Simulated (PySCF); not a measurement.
Can point charges reproduce the dipole moment of `C/C(F)=C\C(F)(F)F`?

Coordinates (GFN2-xTB, Å) and charges (e) from the PBE0/pcSseg-1 density (PySCF):

```json
{"atom": "C1", "x": "1.501", "y": "-0.555", "z": "0.027", "Mulliken": "-0.2333", "IAO": "-0.4552", "Hirshfeld": "-0.1195", "ESP-fitted": "-0.5334"}
{"atom": "C2", "x": "0.726", "y": "0.708", "z": "0.024", "Mulliken": "+0.2099", "IAO": "+0.3517", "Hirshfeld": "+0.1196", "ESP-fitted": "+0.4967"}
{"atom": "F3", "x": "1.503", "y": "1.802", "z": "0.063", "Mulliken": "-0.2666", "IAO": "-0.2606", "Hirshfeld": "-0.0695", "ESP-fitted": "-0.1968"}
{"atom": "C4", "x": "-0.590", "y": "0.890", "z": "-0.004", "Mulliken": "-0.3033", "IAO": "-0.2983", "Hirshfeld": "-0.1252", "ESP-fitted": "-0.6070"}
{"atom": "C5", "x": "-1.561", "y": "-0.240", "z": "-0.047", "Mulliken": "+0.8146", "IAO": "+0.8029", "Hirshfeld": "+0.2588", "ESP-fitted": "+0.6848"}
{"atom": "F6", "x": "-1.441", "y": "-0.998", "z": "-1.156", "Mulliken": "-0.2750", "IAO": "-0.2895", "Hirshfeld": "-0.1016", "ESP-fitted": "-0.2148"}
{"atom": "F7", "x": "-1.426", "y": "-1.093", "z": "0.988", "Mulliken": "-0.2755", "IAO": "-0.2894", "Hirshfeld": "-0.1001", "ESP-fitted": "-0.2158"}
{"atom": "F8", "x": "-2.824", "y": "0.194", "z": "-0.019", "Mulliken": "-0.2667", "IAO": "-0.2760", "Hirshfeld": "-0.0912", "ESP-fitted": "-0.1937"}
{"atom": "H9", "x": "0.863", "y": "-1.416", "z": "-0.138", "Mulliken": "+0.1514", "IAO": "+0.1756", "Hirshfeld": "+0.0489", "ESP-fitted": "+0.1781"}
{"atom": "H10", "x": "2.263", "y": "-0.509", "z": "-0.750", "Mulliken": "+0.1484", "IAO": "+0.1742", "Hirshfeld": "+0.0608", "ESP-fitted": "+0.1762"}
{"atom": "H11", "x": "2.010", "y": "-0.663", "z": "0.984", "Mulliken": "+0.1535", "IAO": "+0.1752", "Hirshfeld": "+0.0618", "ESP-fitted": "+0.1788"}
{"atom": "H12", "x": "-1.023", "y": "1.877", "z": "0.002", "Mulliken": "+0.1425", "IAO": "+0.1894", "Hirshfeld": "+0.0570", "ESP-fitted": "+0.2469"}
```

Question: What dipole does each set of charges give (1 e·Å = 4.803 D), and what does the density give?

Answer: The full density gives (1.80, 0.03, 0.07) D, 1.80 D in size; dipole vectors point from the negative to the positive end.

```tsv
scheme	μx	μy	μz	size (D)	share of the full size (%)	angle to the full dipole (°)
Mulliken	2.31	-1.29	0.07	2.65	147	30
IAO	2.00	0.13	0.07	2.01	112	3
Hirshfeld	1.28	0.05	0.06	1.28	71	2
ESP-fitted	1.81	0.02	0.07	1.81	101	0
```

Question: Which set comes closest?

Answer: Length of the difference vector: ESP-fitted 0.02 D, IAO 0.23 D, Hirshfeld 0.53 D, Mulliken 1.41 D. Closest: ESP-fitted. The schemes that divide the density aren't constrained to reproduce the dipole.

Question: What is left for the Hirshfeld atoms' own dipoles?

Answer: The Hirshfeld atoms' densities add up to the full density, so μ = Σ q r + Σ (atomic dipoles). The atomic dipoles sum to (1.80, 0.03, 0.07) − (1.28, 0.05, 0.06) = (0.52, -0.02, 0.01) D, 0.53 D in size.

Question: With the origin at the mean of the coordinates, (0.000, 0.000, -0.002) Å, which are the largest single terms, by size, of the Mulliken dipole along the direction of the full one?

Answer: C5 -6.12, F8 +3.61, F6 +1.99, F3 -1.96, F7 +1.86 D; all 12 atoms together +2.29 D. The single terms depend on the origin, their sum doesn't.

Question: Give the size of the full dipole in other units.

Answer: 1.80 D = 0.709 au = 0.375 e·Å = 6.01 × 10⁻³⁰ C·m.

Isolated species at its GFN2-xTB geometry, gas phase.

The values belong to the conformer `[CH3:1]/[C:2]([F:3])=[CH:4]\[C:5]([F:6])([F:7])[F:8]`: C2–C4–C5–F6 -62°.
